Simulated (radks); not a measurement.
The numbers below are computed, except where a source is named.
Question: The mean radii <r> (bohr) of the occupied orbitals of an atom or ion are listed with their occupations. Level of theory: Dirac Kohn-Sham, LB94 model potential, spin-unpolarised, spherical densities, finite nucleus; Fermi nuclear charge, rms radius of each element as measured or else 0.836 A^(1/3) + 0.57 fm (a radial shooting solver on a logarithmic mesh with Libxc functionals).

| orbital | occ. | <r> |
|---|---|---|
| 1s1/2 | 2 | 0.02891 |
| 2s1/2 | 2 | 0.1186 |
| 2p1/2 | 1 | 0.09888 |

Name the element and its charge. Open shells, if any, fill j = l - 1/2 first.

Answer: Z = 50, tin, charge +45: Sn45+ in [He] 2s2 2p1. The 1s radius gives Z: for a bare nucleus <r> = (2 gamma + 1)/(2Z) with gamma = sqrt(1 - (Z/c)^2), 0.02862 bohr for Z = 50, and screening makes it slightly larger (0.02891 here). The occupations add up to 5, and the charge is Z minus that.
